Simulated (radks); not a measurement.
Values are calculated unless marked as measured or tabulated.
Task: Spherical jellium clusters: N electrons in a uniform positive sphere of charge N and radius rs N^(1/3), rs = 2.73 bohr. Level of theory: non-relativistic Kohn-Sham, PBE, spin-polarised, spherical densities (a radial shooting solver with Libxc functionals). Levels are named by radial order and angular momentum (1s, 1p, 1d, 2s, ...), and open shells are averaged over m. At N = 13 the configuration is 1s2 1p6 1d(up 5, down 0). The background grows by one charge. Does electron 14 go into 2s up or 2s down or 1d down?

Result: Into 2s up. The total energies of the other choices lie higher by 0.164 eV (1d down), 0.435 eV (2s down).
